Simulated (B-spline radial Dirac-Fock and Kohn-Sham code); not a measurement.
# K-line shifts caused by a second vacancy in Pr⁷⁺

System: Pr⁷⁺, configuration 1s2 2s2 2p6 3s2 3p6 3d10 4s2 4p6 4d10 4f1 5s2 5p3.

The computed values come from a radial atomic solver: ΔSCF Dirac-Fock with Breit, self-energy and vacuum polarisation, finite nucleus, configuration average. Each two-hole energy is an average over J within one jj subconfiguration, not an observable level; in light atoms, where LS coupling holds, the j-resolved values are not observed lines, and for a K spectator the Kα1 hypersatellite is nearly forbidden. The model has no electron correlation.

Lines without a spectator: Kα2 (K-L2) 35547.0 eV, Kα1 (K-L3) 36023.1 eV, Kβ3 (K-M2) 40646.7 eV, Kβ1 (K-M3) 40742.8 eV. Shifts in eV with one spectator hole (a dash: not computed, or left out as unreliable):

| spectator hole | Kα2 | Kα1 | Kβ3 | Kβ1 |
| --- | --- | --- | --- | --- |
| K (1s) | +712.8 | +745.5 | +915.2 | +922.5 |
| L2 (2p1/2) | +82.8 | +107.1 | – | +219.0 |
| L3 (2p3/2) | +74.5 | +77.1 | +183.9 | – |
| M2 (3p1/2) | – | +14.16 | +30.3 | +36.7 |
| M3 (3p3/2) | +9.38 | – | +29.39 | +29.37 |
| M4 (3d3/2) | +2.38 | -0.82 | – | – |
| M5 (3d5/2) | -1.68 | +0.95 | – | – |

Run: 68 s of CPU time on 1 thread of Intel(R) Xeon(R) Platinum 8375C CPU @ 2.90GHz (shared host), peak memory 0.50 GiB.
